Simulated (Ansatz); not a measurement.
Cartesian coordinates in Å:
```
F 1.0354 -0.2245 1.6139
Nb 0.0458 -0.0091 0.0728
S 0.6561 -1.4918 -1.3130
Cl -2.1630 -0.2957 0.4825
Cl 0.4258 2.0210 -0.8561
```

The species carries charge 0 and has multiplicity 1. Nb takes the def2 core potential.

Question: List the PBE0/def2-TZVPP orbital energies in eV (the Gaussian-basis code of Ansatz). (Best estimate.)

Answer: Ansatz gave: Occupied: -2768.22, -2768.22, -2422.73, -674.79, -260.07, -260.07, -218.10, -198.30, -198.30, -198.25, -198.25, -198.23, -198.23, -161.85, -161.84, -161.83, -67.68, -42.33, -41.89, -41.78, -32.85, -23.44, -23.29, -19.22, -13.96, -13.34, -13.31, -11.73, -11.59, -10.94, -10.67, -10.50, -10.09, -9.50, -8.57, -8.49. Lowest empty: -3.23, -3.11, -2.22, -1.88, -1.69, -0.19, 1.03, 1.09.
